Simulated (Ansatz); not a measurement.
`N#C[SiH2]N[SiH3]` → `[NH][SiH3]`• + `N#C[SiH2]`• at 600 K and 1 bar (homolysis of the N–Si bond).

Gas-phase electronic energies from Ansatz, PBE0-D4/def2-TZVP geometries. CBS: MP2 limit from def2 TZ/QZ plus the TZ coupled-cluster correction, frozen cores. Open shells (•) are unrestricted, without spin–orbit coupling. Each species was taken in one conformer, which may not be the lowest.

| species | CCSD(T)/CBS energy (Eh) | H − E (kJ/mol) | S (J/(mol·K)) |
| --- | --- | --- | --- |
| `N#C[SiH2]N[SiH3]` | -729.26217 | 245.5 | 473.6 |
| `[NH][SiH3]`• | -346.11483 | 131.4 | 328.4 |
| `N#C[SiH2]`• | -382.96020 | 96.0 | 324.8 |

H − E and S are ideal-gas, rigid-rotor, harmonic terms from PBE0-D4/def2-TZVP, for one conformer and one mirror image of each species, with the whole ground term of open shells counted as degenerate. 1 Eh = 2625.50 kJ/mol, R = 8.31446 J/(mol·K).

Q: By hand: ΔE, ΔH, ΔS and ΔG.

A: ΔE = (-346.11483) + (-382.96020) − (-729.26217) = 0.18714 Eh = 491.3 kJ/mol. Δ(H − E) = 131.4 + 96.0 − 245.5 = -18.1, so ΔH = 473.2 kJ/mol. ΔS = 328.4 + 324.8 − 473.6 = 179.6 J/(mol·K). ΔG = 473.2 − 600 × (179.6)/1000 = 365.4 kJ/mol.

Q: By hand: the equilibrium constant, and the temperature at which ΔG would vanish if ΔH and ΔS stayed fixed.

A: log₁₀ K = −ΔG/(RT ln 10) = -31.8. ΔG = 0 at ΔH/ΔS = 2635 K, far beyond where these terms or the molecules hold.

The number of gas molecules changes by +1, which sets the sign of ΔS. A doubt of 5 kJ/mol in ΔE shifts log₁₀ K by 0.4 here. Other conformers and mirror images would add mixing entropy, several J/(mol·K) or more a flexible species. Modes under 60 cm⁻¹, often nearly free rotors, make the harmonic entropy too high. These are equilibria of isolated gas molecules and say nothing of rates. Largest T1 diagnostic: 0.027 (customary marks: 0.02 for closed shells, 0.045 for open ones).
